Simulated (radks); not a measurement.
All-electron atom: K+ in [Ar].

Method: Dirac Kohn-Sham, PBE, spin-unpolarised, spherical densities, point nucleus; computed with a radial shooting solver on a logarithmic mesh with Libxc functionals.

Energy parts (hartree):
part                       energy
total                  -601.93144
kinetic                 606.11168
electron-nucleus      -1429.11760
Hartree                 254.33368
exchange-correlation    -33.25920

Orbitals (lengths in bohr, moments of r in powers of bohr; r(90%) holds 90 % of the orbital's charge):
orbital	occ.	eigenvalue (hartree)	r(90%)	<r>
1s1/2	2	-129.6506	0.145	0.08105
2s1/2	2	-13.21178	0.604	0.3875
2p1/2	2	-10.58940	0.577	0.3489
2p3/2	4	-10.48311	0.581	0.3513
3s1/2	2	-1.52321	1.91	1.267
3p1/2	2	-0.92098	2.21	1.421
3p3/2	4	-0.91111	2.23	1.429

The highest occupied level is 3p3/2 at -24.793 eV. Summed over all electrons, <r^2> = 19.49 bohr^2, which gives a Langevin (diamagnetic) susceptibility term of -15.4 x 10^-6 cm^3/mol.
